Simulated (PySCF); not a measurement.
C₆ coefficients of unlike pairs at BLYP

Calculated with PySCF 2.14 from the dipole response of each species, C₆(A,B) = (3/π) ∫ α_A(iu) α_B(iu) du, in atomic units, from isotropic polarisabilities. For ions this is the dispersion term alone; charge-induced terms of lower order in 1/R come first.

| species | configuration | basis | relativity | α (bohr³) | C₆ (like pair) |
| --- | --- | --- | --- | --- | --- |
| Be⁺ | [He] 2s1 (2S) | aug-cc-pCVQZ-DK (9s8p6d4f2g) | spin-free X2C | 20.92 | 54.57 |
| I⁺ | [Kr] 4d10 5s2 5p4 (3P) | aug-cc-pwCVDZ-PP with ECP28MDF (6s5p4d1f) | core potential | 20.80 | 180.6 |
| Pb²⁺ | [Xe] 4f14 5d10 6s2 (1S) | aug-cc-pVQZ-PP with one added diffuse shell each of s, p, d, f, g type with ECP60MDF (8s8p6d4f3g) | core potential | 13.25 | 89.52 |
| Ne | [Ne] (1S) | aug-cc-pVDZ-DK (4s3p2d) | spin-free X2C | 2.150 | 4.780 |

**Question.** Estimate C₆ for Ne with Pb²⁺.

**Answer.** The integral gives 19.82. The combination rule 2 C_A C_B / (C_A α_B/α_A + C_B α_A/α_B) gives 19.46 and the geometric mean 20.69.

No spin-orbit coupling is included.

The other pairs:

| pair | C₆ |
| --- | --- |
| Pb²⁺, I⁺ | 125.8 |
| Ne, I⁺ | 26.68 |
| Ne, Be⁺ | 10.31 |
| I⁺, Be⁺ | 84.73 |
| Pb²⁺, Be⁺ | 55.89 |
